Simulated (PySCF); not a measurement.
## Basis and Hamiltonian dependence of the ionisation energy of In⁺

In⁺ [Kr] 4d10 5s2 (1S) → In²⁺ [Kr] 4d10 5s1 (2S). Calculated with PySCF 2.14 from differences of total energies of unrestricted determinants, without spin-orbit coupling. Values in eV.

```tsv
basis	Hamiltonian	functions	UHF	PBE	PBE0	MP2 (valence)	CCSD(T) (valence)	CCSD(T) (valence and next inner shell)
cc-pVDZ-PP with ECP28MDF	ECP	23	17.011	19.041	n/a	17.575	17.869	n/a
cc-pVTZ-PP with ECP28MDF	ECP	39	17.012	n/a	18.716	17.645	17.901	n/a
aug-cc-pwCVDZ-PP with ECP28MDF	ECP	48	17.008	19.050	18.718	17.615	17.892	18.600
Sapporo-DKH3-DZP-2012	spin-free X2C	52	17.051	n/a	n/a	n/a	n/a	18.421
aug-cc-pVTZ-PP with one added diffuse shell each of d, f type with ECP28MDF	ECP	67	17.012	19.048	18.716	17.646	17.902	n/a
ANO-RCC-VTZP	spin-free X2C	68	17.022	18.973	18.659	17.625	17.889	18.721
x2c-TZVPPall with one added diffuse shell each of s, p, d, f type	spin-free X2C	76	17.035	18.980	18.677	17.660	17.917	18.724
def2-QZVPPD with the def2 core potential (28 electrons)	ECP	88	17.009	19.049	18.716	17.674	17.914	n/a
aug-cc-pVQZ-PP with ECP28MDF	ECP	92	17.009	19.049	18.716	17.674	17.913	n/a
aug-cc-pVQZ-PP with one added diffuse shell each of s, p, d, f, g type with ECP28MDF	ECP	117	17.009	19.049	18.716	17.674	n/a	n/a
x2c-QZVPPall with one added diffuse shell each of s, p, d, f type	spin-free X2C	128	17.015	18.975	18.662	17.674	n/a	n/a
dyall-av2z	non-relativistic	130	16.262	18.124	17.828	16.877	17.179	n/a
aug-cc-pV5Z-PP with ECP28MDF	ECP	139	17.008	19.054	18.719	17.687	n/a	n/a
```

**Question.** Estimate the row for def2-TZVPPD with the def2 core potential (28 electrons) (ECP, 56 functions).

**Answer.** From the rows with the same Hamiltonian and similar size; the calculation gives UHF 17.01; PBE 19.06; PBE0 18.73; MP2 (valence) 17.65; CCSD(T) (valence) 17.91; CCSD(T) (valence and next inner shell) 18.69 (eV).

Extrapolation of MP2 (valence) from aug-cc-pVQZ-PP with ECP28MDF and aug-cc-pV5Z-PP with ECP28MDF: the correlation parts are 0.665 and 0.679 eV; with the X⁻³ form and unrounded values, (5³ × 0.679 − 4³ × 0.665)/(5³ − 4³) = 0.693 eV, and adding the Hartree-Fock value 17.008 eV of the larger basis gives 17.701 eV.

Frozen in the all-electron rows: valence and next inner shell: [Ar] 3d10; valence: [Kr] 4d10; with a core potential, the same shells as far as they lie outside it.

Non-relativistic rows lack the scalar-relativistic shift.

Reference for a calculation without spin-orbit coupling: 18.870 eV (measured, between term centres; NIST).
